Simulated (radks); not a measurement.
Species: Ir2+. Configuration: [Xe] 4f14 5d7. Calculated with a radial shooting solver on a logarithmic mesh with Libxc functionals: scalar-relativistic Kohn-Sham, SCAN, spin-unpolarised, spherical densities, finite nucleus; meta-GGA in the generalised Kohn-Sham scheme; Fermi nuclear charge, rms radius 5.4032 fm.

Radial electron density D(r) = 4 pi r^2 rho(r):

| r (bohr) | D(r) (e/bohr) |
|---|---|
| 0.003155 | 44.17 |
| 0.003644 | 51.95 |
| 0.004208 | 60.39 |
| 0.00486 | 69.26 |
| 0.005613 | 78.24 |
| 0.006482 | 86.85 |
| 0.007486 | 94.55 |
| 0.008645 | 100.7 |
| 0.009984 | 104.7 |
| 0.01153 | 106.3 |
| 0.01332 | 105.2 |
| 0.01538 | 102.2 |
| 0.01776 | 98.16 |
| 0.02035 | 95.03 |
| 0.0235 | 94.27 |
| 0.02714 | 97.79 |
| 0.03134 | 106.2 |
| 0.0362 | 118.5 |
| 0.04181 | 131.5 |
| 0.04828 | 141.1 |
| 0.05576 | 143.2 |
| 0.06439 | 136.8 |
| 0.07437 | 124.9 |
| 0.08589 | 114.1 |
| 0.09919 | 111.0 |
| 0.1146 | 117.5 |
| 0.1323 | 128.1 |
| 0.1528 | 132.4 |
| 0.1764 | 122.6 |
| 0.2022 | 102.5 |
| 0.2335 | 80.82 |
| 0.2696 | 70.52 |
| 0.3114 | 74.01 |
| 0.3596 | 82.32 |
| 0.4153 | 83.39 |
| 0.4796 | 72.50 |
| 0.5539 | 54.59 |
| 0.6397 | 38.07 |
| 0.7388 | 27.46 |
| 0.8532 | 22.00 |
| 0.9854 | 18.83 |
| 1.138 | 15.77 |
| 1.314 | 12.16 |
| 1.518 | 8.538 |
| 1.753 | 5.554 |
| 2.008 | 3.461 |
| 2.319 | 1.938 |
| 2.679 | 0.9868 |
| 3.093 | 0.4444 |
| 3.573 | 0.1710 |
| 4.126 | 0.05422 |
| 4.765 | 0.01368 |
| 5.503 | 0.002650 |

D(r) has 4 maxima, at r = 0.0117, 0.0536, 0.149, 0.393 bohr, and minima at 0.0226, 0.0968, 0.276 bohr, inside which lie 1.89, 11.07, 29.89 electrons.
